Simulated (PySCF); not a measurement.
Molecule: SMILES C=C[C@](F)(OC)C(F)F, C5H7F3O.

Geometry (Å), atoms numbered from 1 in this order:
```xyz
16

C     1.943   -0.966    0.043
C     0.866   -0.555    0.685
C    -0.429   -0.172    0.009
F    -0.239   -0.162   -1.376
O    -0.953    1.029    0.407
C    -0.107    2.153    0.215
C    -1.490   -1.273    0.264
F    -1.514   -1.614    1.570
F    -2.726   -0.856   -0.053
H     2.841   -1.232    0.571
H     1.965   -1.043   -1.031
H     0.823   -0.469    1.761
H    -0.678    3.006    0.572
H     0.819    2.053    0.789
H     0.131    2.281   -0.844
H    -1.259   -2.172   -0.328
```

Frames of a GFN2-xTB Langevin trajectory at 400 K; GIAO PBE0/pcSseg-1 shieldings in PySCF 2.14.0 with density-fitted response routines, gas phase, non-relativistic; equivalent atoms averaged within each frame.

Shifts are taken against calculated references (same method and geometry level): TMS for 13C (σref 186.93) and 1H (σref 31.72); 19F (σref 170.95) vs CFCl3; 17O (σref 336.08) vs H2O. The references are static minima.

**Question.** How do the shifts (ppm) fluctuate along the trajectory?

**Answer.** 
```tsv
time (fs)	C2	C1	C7	C3	C6	F9	F8	F4	O5	H16
250	147.3	133.4	118.8	118.7	63.0	-153.8	-159.8	-176.7	112.7	6.40
425	146.6	138.9	117.5	118.9	49.7	-158.2	-148.6	-168.0	67.1	6.68
625	150.1	135.8	120.1	114.3	61.9	-157.8	-157.2	-173.8	80.2	5.90
800	145.4	130.1	123.6	120.4	59.7	-144.6	-145.2	-159.0	82.9	6.22
1000	137.5	132.0	120.7	127.8	56.2	-146.4	-137.5	-119.2	96.1	6.54
mean of frames	145.4	134.0	120.1	120.0	58.1	-152.2	-149.7	-159.3	87.8	6.35
standard deviation	4.7	3.4	2.3	4.9	5.4	6.3	9.0	23.4	17.3	0.30
```

5 frames give an uncertainty of the mean of about the standard deviation over 2.2 at best, since frames this close in time may not be independent; classical motion lacks zero-point vibration, and the reference would need the same averaging.
